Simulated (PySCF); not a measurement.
AsH5, SMILES [AsH5]. Geometry: PBE-D3(BJ)/def2-TZVP.

The numbers are results of PBE-D3(BJ)/def2-TZVP (PySCF), not measurements.

Harmonic wavenumbers (cm⁻¹): 438, 438, 1006, 1007, 1007, 1244, 1244, 1627, 1676, 2021, 2021, 2045. Rotational constants (GHz): 69.98, 56.94, 56.94; symmetry number 6.

Task: Work out the zero-point energy and the ideal-gas rigid-rotor harmonic-oscillator thermochemistry at 298.15 K and 1 atm.

Result: ZPE = ½ Σ hcν = ½ × 15774 cm⁻¹ = 22.55 kcal/mol. H − E(el) = 25.35 kcal/mol. Entropy in cal/(mol K): translation 39.05, rotation 14.34, vibration 2.02, total 55.41. G − E(el) = 8.83 kcal/mol. Cp = 12.31 cal/(mol K).
